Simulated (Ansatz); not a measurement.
Two isomers of CH9BSi3: A = `[SiH3][SiH2]B1C[SiH2]1`, B = `[SiH3][Si]1([SiH3])BC1`.

Program: Ansatz. Geometries: PBE0-D4/def2-TZVP. ΔE: electronic, gas phase. CBS: MP2 limit from def2 TZ/QZ plus the TZ coupled-cluster correction, frozen cores. Functionals use def2-TZVPP. One conformer a species, not always the lowest.

Question: Which isomer does CCSD(T)/CBS put lower? Give the gap. (An estimate is asked.)

Answer: The calculation gave: B, by 3.9 kcal/mol.

Question: Give E(B) − E(A) in kcal/mol with r2SCAN-D4, ωB97M-V, B2PLYP, MP2/def2-TZVPP, HF/def2-TZVPP, PBE-D4, PBE0-D4. (Estimate.)

Answer: The calculation gave: r2SCAN-D4 -4.2, ωB97M-V -3.4, B2PLYP -3.6, MP2/def2-TZVPP -3.9, HF/def2-TZVPP -3.8, PBE-D4 -4.3, PBE0-D4 -4.4. None reverses the order clearly.

Largest T1 diagnostic: 0.015.
